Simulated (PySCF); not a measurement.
**Electron correlation in Ti (titanium, neutral)**

[Ar] 3d3 4s1, 4s spin antiparallel (an excited configuration). Calculation: PySCF 2.14, in x2c-TZVPPall; scalar relativity by spin-free X2C-1e. Frozen: [Ar]; 4 electrons correlated.

MP2 pair energies summed by pair of shells (mhartree):

```csv
pair,energy,share (%)
3d-3d,-20.91,58.8
3d-4s,-14.66,41.2
```

Total MP2 correlation energy: -35.57 mhartree.

Same-spin part -20.91 and opposite-spin part -14.66 mhartree; SCS-MP2 scales them by 1/3 and 6/5 to -24.57 mhartree.
